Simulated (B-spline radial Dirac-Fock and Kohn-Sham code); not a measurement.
ΔSCF core binding energies without Breit or QED terms, calculated with a B-spline atomic structure program.

A sound run for atomic samarium, [Xe] 4f6 6s2: The ground state converged in 13 iterations, with total energy -10429.14757 Ha, virial ratio 1.92244 and highest orbital energy -4.86 eV. ΔSCF binding energies: K (1s) 47030.7 eV, L3 (2p3/2) 6734.7 eV, M5 (3d5/2) 1085.0 eV.

A second run, with one unsound setting: The ground state converged in 13 iterations, with total energy -183.96881 Ha, virial ratio 25.89305 and highest orbital energy -0.69 eV. ΔSCF binding energies: K (1s) 17.56 eV, L3 (2p3/2) 16.65 eV, M5 (3d5/2) 14.85 eV.

```
iter   energy (Ha)        error
   1     -104.46299058  2.59e-01
   2      -67.12021498  1.14e+00
   3     -178.47199603  1.78e-01
   4     -182.47929963  9.30e-02
   5     -183.43006872  6.23e-02
   6     -183.63698324  3.88e-02
   7     -183.94435745  1.02e-02
   8     -183.96831188  8.46e-04
   9     -183.96872414  2.66e-04
  13     -183.96881155  6.18e-07
```

Q: Which fault fits the second run best?
A. damping too heavy
B. tolerance below the noise
C. nuclear radius in wrong units
D. functional not served

A: C. The input had radius_factor = 100000.0: radius_factor inflates the nucleus far beyond its size, which weakens the binding of the inner electrons.
